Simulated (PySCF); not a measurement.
Basis-set dependence of excited states

C4H3BF2S.
SMILES: `FB(F)c1ccsc1`

TDDFT with PBE0 (PySCF), vertical singlets, core orbitals frozen in the response, spherical d and f functions. Isolated species at its PBE0-D3(BJ)/def2-SVP geometry, gas phase.

**Question.** How do the low singlets change with the basis? Take 6-31G*, def2-SVP, 6-31+G*, def2-SVPD, aug-cc-pVDZ and def2-TZVP.

**Answer.** 

```csv
basis,functions,diffuse,S1 (eV),S2 (eV),S3 (eV),S4 (eV),S5 (eV),LUMO (eV),α (au)
6-31G*,122,no,5.39,5.85,6.42,6.78,6.88,-0.95,62.0
def2-SVP,131,no,5.37,5.82,6.83,6.94,7.09,-1.20,62.4
6-31+G*,154,yes,5.26,5.71,6.19,6.39,6.54,-1.32,72.0
def2-SVPD,197,yes,5.21,5.66,6.33,6.63,6.65,-1.42,75.6
aug-cc-pVDZ,215,yes,5.18,5.63,6.25,6.28,6.58,-1.36,76.9
def2-TZVP,272,no,5.20,5.64,6.35,6.63,6.63,-1.32,72.7
```

States are compared by their number. Against the largest diffuse basis here (aug-cc-pVDZ, itself not a converged limit), sets without diffuse functions differ by up to 0.21 eV in S1 and 0.51 eV in S5; the smaller diffuse sets differ by up to 0.08 and 0.07 eV. State by state, the largest deviation of a set without diffuse functions is S1 0.21, S2 0.22, S3 0.58, S4 0.66, S5 0.51 eV. The same number needn't mean the same state in each row. Against aug-cc-pVDZ the polarisability deviates by -19% in 6-31G*, -19% in def2-SVP, -6% in 6-31+G*, -2% in def2-SVPD, -5% in def2-TZVP. A single + in a Pople set puts diffuse functions on heavy atoms only.
